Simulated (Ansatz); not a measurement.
A run for Ansatz (a first-principles code): R-CCSD(T)/cc-pV(T+d)Z on SiH4 (SMILES [SiH4]). The basis file is the Basis Set Exchange's JSON of that set.

Ansatz 0.2 input:
```yaml
crystal:
  periodic: [false, false, false]
  atoms:
    - {symbol: Si, position_ang: [-0.00000000, -0.00000000, -0.00000000]}
    - {symbol: H, position_ang: [0.85467615, 0.85467615, 0.85467615]}
    - {symbol: H, position_ang: [-0.85467615, -0.85467615, 0.85467615]}
    - {symbol: H, position_ang: [-0.85467615, 0.85467615, -0.85467615]}
    - {symbol: H, position_ang: [0.85467615, -0.85467615, -0.85467615]}
basis:
  gaussian:
    orbitals: cc-pV_T+d_Z.json
magnetization: {spin_polarized: false}
correlation: {method: ccsd_t, electrons: outside_noble_gas}
scf: {lower_state_search: off}
```

The log:

```
WARN ansatz: RAYON_NUM_THREADS=1 ignored (pool sized by the plan → 1); use --threads N
Functional definition: HF
these checks for a lower state are left out or cut short: stability, starts, cluster_reference, orbital_swaps, neighbouring_geometries, increment
integrals: 0.09 GiB planned
532 factors; integrals over basis functions are off by at most 6.6e-4 eV
mean field: 0.13 GiB planned
mean field evaluation 1: about -7925.0185 eV, gradient 1.0e1 eV
mean field evaluation 2: about -7925.0199 eV, gradient 1.0e1 eV
mean field evaluation 4: about -7925.6844 eV, gradient 3.7e-1 eV
mean field evaluation 8: about -7925.6852 eV, gradient 6.0e-5 eV
mean field -7925.68517663 eV, -291.2635580187 hartree, gradient 1.9e-6 eV, S^2 0.000000; 0 other end points of the search recorded, 0 dependent functions left out
5 core orbitals not correlated
reference -7925.68517663 eV, -291.2635580187 hartree; 4, 4 occupied and 86, 86 virtual orbitals, 532 factors
second order -3.89147538 eV of doubles, -0.00000000 eV of singles
coupled cluster: 0.20 GiB planned
cycle   1  -4.48075643 eV  change   -5.9e-1 eV  update   5.5e-2
cycle   2  -4.69696789 eV  change   -2.2e-1 eV  update   1.9e-2
cycle   3  -4.70295985 eV  change   -6.0e-3 eV  update   4.3e-3
cycle   4  -4.70135866 eV  change    1.6e-3 eV  update   1.4e-3
cycle   5  -4.70100219 eV  change    3.6e-4 eV  update   3.8e-4
cycle   6  -4.70102111 eV  change   -1.9e-5 eV  update   6.9e-5
cycle   7  -4.70103559 eV  change   -1.4e-5 eV  update   1.5e-5
cycle   8  -4.70103615 eV  change   -5.6e-7 eV  update   3.6e-6
perturbative correction -0.10337477 eV, -0.0037989528 hartree
Total energy: -7930.48958755 eV, -291.4401168635 hartree
Checks for a lower state left out: stability, starts, cluster_reference, orbital_swaps, neighbouring_geometries, increment
```

The run converged.

Cost: roughly 1.7 core-seconds.
